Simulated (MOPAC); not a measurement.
Input file for MOPAC: PM7 on F3La (SMILES [F][La]([F])[F]), a point of a bond scan (R = 4.322 Å).

```
PM7 1SCF PRECISE CHARGE=0 THREADS=1
F3La

La     0.03201906 1    -0.05692400 1    -0.13637047 1
F     -3.73807448 1    -1.94698592 1     0.81053835 1
F     -0.06737706 1     2.06676129 1    -0.52460377 1
F      1.71761741 1    -0.70428766 1     1.05119948 1
```

It printed:

```
*******************************************************************************
 **                                                                           **
 **                              MOPAC v23.2.5                                **
 **                                                                           **
 *******************************************************************************
 ** MOPAC's Digital Object Identifier: https://doi.org/10.5281/zenodo.6511958 **
 **                                                                           **
 ** Please cite the open-source release paper for use of this MOPAC version:  **
 ** J. E. Moussa and J. J. P. Stewart (2026)                                  **
 ** MOPAC: An open-source semiempirical molecular orbital program             **
 ** J. Open Source Softw., 11(119), 8025, https://doi.org/10.21105/joss.08025 **
 *******************************************************************************

                              PM7 CALCULATION RESULTS

 *******************************************************************************
 *  PM7        - The PM7 Hamiltonian to be used
 *
 *
 *
 *                 CHARGE ON SYSTEM = 0
 *
 *
 *
 *  PRECISE    - TIGHTER CRITERIA TO BE USED
 *  1SCF       - DO 1 SCF AND THEN STOP
 *  THREADS=1  - MULTI-THREADING NOT USED
 *  T=         - A TIME OF 172800.0 SECONDS REQUESTED
 *  DUMP=N     - RESTART FILE WRITTEN EVERY 7200.0 SECONDS REQUESTED
 *******************************************************************************
PM7 1SCF PRECISE CHARGE=0 THREADS=1
 F3La

   ATOM   CHEMICAL          X               Y               Z
  NUMBER   SYMBOL      (ANGSTROMS)     (ANGSTROMS)     (ANGSTROMS)

     1      La          0.03201906  *  -0.05692400  *  -0.13637047  *
     2       F         -3.73807448  *  -1.94698592  *   0.81053835  *
     3       F         -0.06737706  *   2.06676129  *  -0.52460377  *
     4       F          1.71761741  *  -0.70428766  *   1.05119948  *



          CARTESIAN COORDINATES

    NO.       ATOM           X           Y           Z

     1        La          0.0320     -0.0569     -0.1364
     2         F         -3.7381     -1.9470      0.8105
     3         F         -0.0674      2.0668     -0.5246
     4         F          1.7176     -0.7043      1.0512

 General Reference for PM7:
 "Optimization of Parameters for Semiempirical Methods VI: More Modifications to the
 NDDO Approximations and Re-optimization of Parameters", J. J. P. Stewart, J. Mol. Mod., 1:32, 19 (2013)
 https://link.springer.com/article/10.1007/s00894-012-1667-x

           Empirical Formula: La F3  =     4 atoms



      MOLECULAR POINT GROUP   :   Cs


      RHF CALCULATION, NO. OF DOUBLY OCCUPIED LEVELS = 12


 -------------------------------------------------------------------------------
 PM7 1SCF PRECISE CHARGE=0 THREADS=1
 F3La



     1SCF WAS SPECIFIED, SO BFGS WAS NOT USED
     SCF FIELD WAS ACHIEVED


                              PM7 CALCULATION
                                                       MOPAC v23.2.5 Linux




          FINAL HEAT OF FORMATION =       -165.14650 KCAL/MOL =    -690.97297 KJ/MOL


          COSMO AREA              =        139.94 SQUARE ANGSTROMS
          COSMO VOLUME            =        128.84 CUBIC ANGSTROMS

          IONIZATION POTENTIAL    =          7.633707 EV
          HOMO LUMO ENERGIES (EV) =         -7.634 -4.172
          NO. OF FILLED LEVELS    =         12
          MOLECULAR WEIGHT        =        195.9012         POINT GROUP:  Cs

          MOLECULAR DIMENSIONS (Angstroms)

            Atom       Atom       Distance
            F     4    F     2     5.60061
            F     3    F     4     3.45370
           La     1    F     3     0.56226


          SCF CALCULATIONS        =          1





   ATOM   CHEMICAL          X               Y               Z
  NUMBER   SYMBOL      (ANGSTROMS)     (ANGSTROMS)     (ANGSTROMS)

     1      La          0.03201906  *  -0.05692400  *  -0.13637047  *
     2       F         -3.73807448  *  -1.94698592  *   0.81053835  *
     3       F         -0.06737706  *   2.06676129  *  -0.52460377  *
     4       F          1.71761741  *  -0.70428766  *   1.05119948  *

                             CARTESIAN COORDINATES

   1   La        0.032019060    -0.056924000    -0.136370470
   2    F       -3.738074480    -1.946985920     0.810538350
   3    F       -0.067377060     2.066761290    -0.524603770
   4    F        1.717617410    -0.704287660     1.051199480


           Empirical Formula: La F3  =     4 atoms



      MOLECULAR POINT GROUP   :   Cs


                  EIGENVALUES
 -38.69086 -38.30233 -28.99803 -16.00905 -15.78802 -15.68427 -15.50859 -15.46024
 -15.37157  -7.81453  -7.81328  -7.63371  -4.17229  -4.06437  -3.51797  -2.95098
  -2.39718  -0.80556  72.16733  72.73293  73.16611


              NET ATOMIC CHARGES AND DIPOLE CONTRIBUTIONS

  ATOM NO.   TYPE          CHARGE      No. of ELECS.   s-Pop       p-Pop       d-Pop
    1         La           2.273328        0.7267     0.06167     0.01569     0.64932
    2          F          -0.967892        7.9679     2.00000     5.96790
    3          F          -0.652718        7.6527     1.97280     5.67991
    4          F          -0.652718        7.6527     1.97280     5.67991
 DIPOLE           X         Y         Z       TOTAL
 POINT-CHG.    12.554     4.158    -6.908    14.921
 HYBRID        -0.309    -0.287    -0.155     0.450
 SUM           12.245     3.871    -7.063    14.656


          ATOMIC ORBITAL ELECTRON POPULATIONS

     Atom    s        px        py        pz      x^2-y^2     xz        z^2       yz        xy
    1 La   0.06167   0.00494   0.00744   0.00330   0.19399   0.12293   0.10469   0.11072   0.11699
    2  F   2.00000   1.97588   1.99369   1.99833
    3  F   1.97280   1.93980   1.81430   1.92582
    4  F   1.97280   1.85992   1.92739   1.89261

 **********************
 *                    *
 * JOB ENDED NORMALLY *
 *                    *
 **********************




 == MOPAC DONE ==
```

The run finished.

Cost: roughly 0.020 core-seconds.
